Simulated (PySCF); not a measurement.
B3LYP has the VWN-RPA correlation part, as in Gaussian. 

Z-matrix (Å, degrees):
```
C
C 1 1.3502
H 2 1.0876 1 123.14
H 1 1.0876 2 123.14 3 0.00
Si 1 1.8859 4 131.63 2 -179.99
H 5 1.4848 1 115.20 4 63.16
H 5 1.4848 6 107.68 1 130.08
Si 2 1.8859 3 131.63 1 -179.99
H 8 1.4848 2 115.20 3 -63.16
H 8 1.4848 9 107.68 2 -130.08
```
Charge 0, multiplicity 1.

Task: What is the computed LUMO, HOMO–LUMO gap, total energy, HOMO and dipole moment (B3LYP-D3(BJ)/def2-TZVP run with PySCF)?

Result: 
- LUMO = -0.92 eV
- HOMO–LUMO gap = 6.58 eV
- total energy = -658.8677 Ha
- HOMO = -7.50 eV
- dipole moment = 0.55 D
